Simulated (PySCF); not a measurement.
## SbC and its ions

ROHF-MP2; Sb aug-cc-pVDZ-PP with ECP28, C aug-cc-pVDZ; scalar-relativistic core potentials (PySCF 2.14). Neutral (ROHF): doublet (σ ↑), Re = 1.933 Å, ωe = 796 cm⁻¹, De = 3.34 eV.

SbC⁻ (RHF): singlet (closed shell), Re = 1.959 Å, ωe = 792 cm⁻¹, De = 4.59 eV to Sb + C⁻. The energies at the minima are -277.20567 hartree for SbC and -277.29544 for SbC⁻.

Problem. Work out the adiabatic electron affinity, without and with harmonic zero-point energies (1 hartree = 27.2114 eV, 1 eV = 8065.5 cm⁻¹), and the change of the bond length.

Solution. At MP2: 0.08977 hartree = 2.443 eV between the minima; the zero-point term (796.0 − 792.0)/2 cm⁻¹ = +0.000 eV makes it 2.443 eV. Re changes by +2.6 pm against the neutral. The electron enters a σ orbital; the charge polarises the partner, so the anion is bound more strongly.

Correlated steps freeze 5 core orbitals. Correlated levels converge slowly with the basis: in double zeta they bind strong bonds too weakly, by up to about 1 eV, and carry superposition errors of some tenths. Spin–orbit coupling is left out, which matters for elements this heavy, above all for dissociation energies. For an ion De counts to the pair picked by the measured ionisation energies or electron affinities, which need not be the lowest pair at this level. Where the molecule has an RHF reference, its open-shell atoms are computed with UHF. States were picked by a PBE0 search and need not be the measured ground states.
